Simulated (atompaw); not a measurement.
LDA (PW92) PAW (atompaw) dataset for gold (Au), scalar-relativistic all-electron reference.

```json
{
  "Element": "gold (Au)",
  "Generator": "atompaw 4.2.0.5",
  "Type": "PAW",
  "Functional": "LDA (PW92)",
  "Relativity": "scalar-relativistic",
  "Frozen core": "[Kr] 4d10 4f14",
  "Valence charge": "19",
  "Reference configuration": "5s2 5p6 5d10 6s1 6p0",
  "Partial waves": "5s (bound): rc 1.05 bohr; 6s (bound): rc 1.40 bohr; 5p (bound): rc 1.45 bohr; 6p (bound, empty): rc 1.70 bohr; 5d (bound): rc 2.10 bohr; 5d channel at -0.2 Ry: rc 2.10 bohr",
  "Local potential": "bessel scheme, radius 1.55 bohr",
  "Core correction": "smooth core density matched at 1.40 bohr",
  "Augmentation charge": "gaussian compensation charge, radius 1.70 bohr; PAW radius 2.10 bohr; waves and projectors: custom rrkj gramschmidtortho"
}
```

All-electron outer shells of the reference configuration (LDA (PW92), scalar-relativistic, ld1.x):

```
shell  level (eV)  outermost node (bohr)  outermost maximum (bohr)
   4d     -325.87                   0.20                      0.41
   5s     -108.78                   0.48                      0.84
   4f      -81.58                      –                      0.37
   5p      -60.06                   0.52                      0.96
   5d       -7.12                   0.56                      1.21
   6s       -6.08                   1.11                      2.32
   6p       -0.88                   1.32                      3.51
```

**Question.** Is a potential produced?

**Answer.** No. atompaw 4.2.0.5 stopped with "atompaw: The overlap operator has at least one negative eigenvalue!": the overlap operator built from these waves and projectors is not positive definite.
